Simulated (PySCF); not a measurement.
Start geometry of H2Se2 from GFN2-xTB (Å):
```
atom  x, y, z in Å
Se1   -0.9813   -0.3305   -0.6893
Se2    1.1808   -0.3910    0.0238
H3    -1.1081    1.1180   -0.7906
H4     0.9086   -0.3965    1.4561
```

**Question.** What comes out of this run: PBE0-D3(BJ)/def2-SVP geometry optimisation, gas phase in PySCF?

**Answer.** 
```
atom  x, y, z in Å
Se1   -0.9944   -0.3484   -0.7165
Se2    1.2097   -0.3949    0.0344
H3    -1.1157    1.1203   -0.7949
H4     0.9005   -0.3770    1.4770
```

The energy falls by 2.8 kJ/mol over 4 energy and gradient evaluations, the largest force component goes from 0.0158 to 2.2e-04 Eh/bohr, and the atoms move by 0.024 Å rms after alignment. The bond that changes most is Se1–Se2 (both ends selenium bonded to Se and H), which lengthens by 0.052 Å. Bonds longer at the end by more than 0.005 Å: 3 of 3; shorter: 0. Rotational constants go from 121841, 2374, 2373 to 118421, 2272, 2271 MHz. The orientation of the end geometry is arbitrary; only internal coordinates are fixed.

The run used 74 basis functions and 22 SCF cycles in all.

Whether it is a minimum is left open (no frequencies). The numbers are those of one conformer.
